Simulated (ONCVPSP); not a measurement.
## Os (Z = 76): from the effect back to the setting (ONCV)

Base potential:

```json
{
 "Element": "osmium (Os)",
 "Generator": "ONCVPSP 4.0.1",
 "Type": "optimised norm-conserving Vanderbilt (ONCV)",
 "Functional": "PBEsol",
 "Relativity": "scalar-relativistic",
 "Frozen core": "[Xe]",
 "Valence charge": "22",
 "Reference configuration": "4f14 5d6 6s2",
 "Partial waves": "6s: rc 2.55 bohr, ncon 4, nbas 8, qcut 2.6 1/bohr, 2 projectors, debl 0.6 Ha; p scattering state at 0.16 Ha: rc 2.20 bohr, ncon 5, nbas 10, qcut 3.2 1/bohr, 1 projector; 5d: rc 1.65 bohr, ncon 4, nbas 8, qcut 5.2 1/bohr, 2 projectors, debl 2.6 Ha; 4f: rc 0.95 bohr, ncon 4, nbas 9, qcut 16.8 1/bohr, local",
 "Local potential": "the f channel",
 "Core correction": "Teter function, fcfact 2.5, rcfact 1.2"
}
```

Cutoffs, loose and tight: the cutoffs (Ha) at which the residual kinetic energy of the hardest occupied pseudo-wave falls to 1 and 0.1 mHa per electron. They do not see the model core or the augmentation charge, which bear on the density cutoff. Test errors are all-electron minus pseudo excitation energies from the reference, over the configurations 4f14 5d6 6s1; 4f14 5d6 6s0; 4f14 5d5 6s0; 4f13 5d7 6s1; variants that change the core or the reference have their own tests. The largest error is taken over the tests solved by every variant that gives reliable tests at all, those not shown here included: 4f14 5d5 6s0; 4f14 5d6 6s0; 4f14 5d6 6s1.

Only the f radius is moved:

```json
{"f radius (bohr)": "0.68", "cutoff, loose": "780 Ha", "cutoff, tight": "1136 Ha", "bound ghosts": "s, p", "largest test error (meV)": "-12"}
{"f radius (bohr)": "0.72", "cutoff, loose": "682 Ha", "cutoff, tight": "897 Ha", "bound ghosts": "s, p", "largest test error (meV)": "-12"}
{"f radius (bohr)": "0.92", "cutoff, loose": "138 Ha", "cutoff, tight": "378 Ha", "bound ghosts": "s, p", "largest test error (meV)": "-12"}
{"f radius (bohr)": "1.04", "cutoff, loose": "123 Ha", "cutoff, tight": "134 Ha", "bound ghosts": "s, p", "largest test error (meV)": "-12"}
{"f radius (bohr)": "1.12", "cutoff, loose": "117 Ha", "cutoff, tight": "127 Ha", "bound ghosts": "s, p", "largest test error (meV)": "-12"}
{"f radius (bohr)": "1.18", "cutoff, loose": "112 Ha", "cutoff, tight": "122 Ha", "bound ghosts": "s, p", "largest test error (meV)": "-12"}
{"f radius (bohr)": "1.32", "cutoff, loose": "102 Ha", "cutoff, tight": "113 Ha", "bound ghosts": "s, p", "largest test error (meV)": "-13"}
{"f radius (bohr)": "1.38", "cutoff, loose": "98 Ha", "cutoff, tight": "108 Ha", "bound ghosts": "s, p", "largest test error (meV)": "-13"}
```

Problem. One more run gave cutoff, loose: 344 Ha; cutoff, tight: 511 Ha; bound ghosts: s, p; largest test error (meV): -12. Which value of the f radius was used?

Solution. 0.84 bohr. The loose cutoff moves one way along this sweep, from 780 Ha at 0.68 to 98 Ha at 1.38 bohr, which places the run between 0.72 and 0.92 bohr.
